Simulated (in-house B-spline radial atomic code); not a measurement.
A radial electron density 4πr²n(r) was computed for an atom or ion in its tabulated ground configuration with an all-electron radial atomic-structure program (B-spline basis); method: non-relativistic TPSSh, spin-polarised, spherical fractional occupations, exact exchange averaged over the configuration. Columns: r (bohr), 4πr²n(r) (electrons per bohr), bar.

```
 0.00133     1.92 #
 0.00164    2.826 #
 0.00202    4.122 ##
 0.00249    5.964 ###
 0.00306    8.489 ####
 0.00376    11.92 ######
 0.00463    16.51 #########
  0.0057     22.4 ############
 0.00701    29.58 ###############
 0.00862    37.89 ####################
  0.0106    46.75 ########################
  0.0131    55.35 #############################
  0.0161    61.87 ################################
  0.0198    65.19 ##################################
  0.0243    64.67 ##################################
  0.0299    61.23 ################################
  0.0368     57.8 ##############################
  0.0453    58.43 ##############################
  0.0557    65.48 ##################################
  0.0686    76.72 ########################################
  0.0844    84.78 ############################################
   0.104    82.67 ###########################################
   0.128    71.56 #####################################
   0.157    62.32 ################################
   0.193    63.79 #################################
   0.238    70.84 #####################################
   0.293    67.14 ###################################
    0.36     48.2 #########################
   0.443    28.44 ###############
   0.545    22.49 ############
   0.671    25.99 #############
   0.825    25.56 #############
    1.02    17.79 #########
    1.25    9.361 #####
    1.54    3.933 ##
    1.89    1.571 #
    2.33   0.5779 
    2.86   0.1689 
    3.52  0.03033 
    4.34 0.002694 
    5.33 0.0001076 
    6.56 1.561e-06
```

**Question.** Which atom or ion is it?
A. Te5+
B. Sb5+
C. I5+
D. Te4+

**Answer.** A. The area under the curve, ∫4πr²n dr = ∫r·4πr²n d(ln r) on this logarithmic grid, is 47 electrons, which only this option has. The configuration is [Kr] 4d10 5s1.
